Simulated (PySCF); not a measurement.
Assignment exercise: C$_{6}$H$_{10}$OSi

Structure with atom numbers: `[CH2:1]=[C:2]([CH3:3])[C@H:4]1[CH2:5][SiH2:6][C:7]1=[O:8]`; H(Xn) means a hydrogen on atom n. Ha(C5), Ha(Si6) are cis to C2 on the ring; Ha(C1) is cis to C3; Hb(C5), Hb(Si6) are trans to C2 on the ring; Hb(C1) is trans to C3.

- GFN2-xTB geometry
- PBE0/pcSseg-1 with gauge-including orbitals
- run in PySCF 2.14
- fast rotation and ring inversion assumed for equivalent nuclei, relativity neglected, single conformer, no solvent model

References, each an isolated molecule treated in the same way: TMS for 13C (σref 186.93), 1H (σref 31.72).

Question: Assign these signals to the numbered atoms. 13C{1H} NMR (computed): δ 236.3, 151.4, 115.7, 76.7, 27.6, 9.0.

Answer: 
| δ (ppm) | atoms | environment | reason |
| --- | --- | --- | --- |
| 236.3 | C7 | carbonyl carbon | – |
| 151.4 | C2 | fully substituted alkene carbon | as expected for a trigonal carbon in a double bond |
| 115.7 | C1 | terminal =CH2 carbon | as expected for a trigonal carbon in a double bond |
| 76.7 | C4 | sp3 CH α to a carbonyl | – |
| 27.6 | C3 | allylic methyl carbon | aliphatic region, no heteroatom directly attached |
| 9.0 | C5 | sp3 CH2 bonded to Si | an electropositive neighbour leaves it electron-rich and shielded |

Question: Assign these signals to the numbered atoms. 1H NMR (300 MHz, computed): δ 5.44 (br s, 1H), 5.43 (m, 1H), 5.19 (m, 1H), 4.95 (br s, 1H), 3.68 (m, 1H), 1.98 (s, 3H), 1.78 (m, 1H), 1.22 (m, 1H).

Answer: 
5.44 → Ha(C1), hydrogen on a terminal =CH2 carbon: olefinic region
5.43 → Ha(Si6), hydrogen on a silicon bonded to 2 C, in a 4-membered ring
5.19 → Hb(Si6), hydrogen on a silicon bonded to 2 C, in a 4-membered ring
4.95 → Hb(C1), hydrogen on a terminal =CH2 carbon: olefinic region
3.68 → H(C4), hydrogen on an sp3 CH α to a carbonyl
1.98 → H(C3), hydrogen on an allylic methyl carbon: allylic position
1.78 → Hb(C5), hydrogen on an sp3 CH2 bonded to Si
1.22 → Ha(C5), hydrogen on an sp3 CH2 bonded to Si

Ha(C1) and Ha(Si6) lie closer than the usual error of such a calculation, so a measured spectrum could show them in the other order.

Shifts are as computed. Against solution values, carbons near 30 ppm lie about +3 ppm off and those near 130 ppm about +5 ppm. Of 1211 compounds with measured shifts, 218 miss one by over three times the rms of a fit or turn the order of signals round; such compounds aren't used in these exercises. No couplings were computed; multiplicities are counted from neighbouring protons, with m where these are inequivalent, close in shift, in a saturated or five-membered ring or joined by F or P, and br s for small geminal =CH2 splittings.
